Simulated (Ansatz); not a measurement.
## A barrier at the coupled-cluster level

Start structure (CH₅BrZn, singlet), relaxed at PBE0-D4/def2-TZVP:

Zn1  (-0.189, -0.525, -0.049)
H2  (-0.724, -0.877, -1.467)
C3  (0.473, -0.104, 1.720)
H4  (-0.707, 0.270, -2.705)
Br5  (-0.668, 1.292, -3.723)
H6  (-0.194, 0.599, 2.225)
H7  (1.465, 0.350, 1.664)
H8  (0.545, -1.005, 2.334)
(Å)

The step: CH₄Zn ([CH3][ZnH]) + HBr → CH₃BrZn ([CH3][Zn][Br]) + H₂; bonds formed: Zn1–Br5, H2–H4; bonds broken: Zn1–H2, H4–Br5. Ansatz 0.2.0; basis: def2-TZVPP and def2-QZVPP; cores frozen in the correlated methods. The 3s and 3p shells of Cu and Zn are frozen; filled d shells are correlated. The def2 sets are not built for correlating such inner shells, so the correlated values are less sure here. Extrapolation: Hartree–Fock as exp(−7.88 √X), correlation as X^−2.97. Energies below are by CCSD(T) at an estimated basis limit (MP2 extrapolated from triple and quadruple zeta, plus CCSD(T) − MP2 in triple zeta).

**Question.** What are the electronic barrier and the energy of the step, from the start structure to the end structure? (To be estimated.)

**Answer.** The calculation gives: Barrier 0.252 eV; step energy -1.486 eV (downhill); reverse barrier, their difference, 1.739 eV. Barrier and step energy count from the start structure, the reverse barrier from the end structure.

The saddle point: One imaginary mode of 522i cm⁻¹.
```csv
pair,start (Å),saddle (Å),end (Å)
Zn1–Br5,4.13,2.81,2.25
H2–H4,1.69,1.16,0.75
Zn1–H2,1.56,1.64,3.21
H4–Br5,1.44,1.64,3.47
```

Zero-point energy (harmonic, PBE0-D4): ZPE is 1.330 eV at the start and 1.297 eV at the saddle, so the barrier goes from 0.252 to 0.219 eV.

T1 diagnostic: at most 0.012.

Labels in which every atom is bracketed show which atoms are joined, not bond orders.

For scale, one of the runs: CCSD(T)/def2-TZVPP, 213 basis functions, launched by `ansatz run in.yaml --threads 8 --pin off --events-out ev --progress --plain --max-ram 19148MiB`. Time: 16 s of wall clock on 8 CPU threads of an Intel Xeon 6975P-C; the host was shared. Peak host memory: 3.2 GiB.
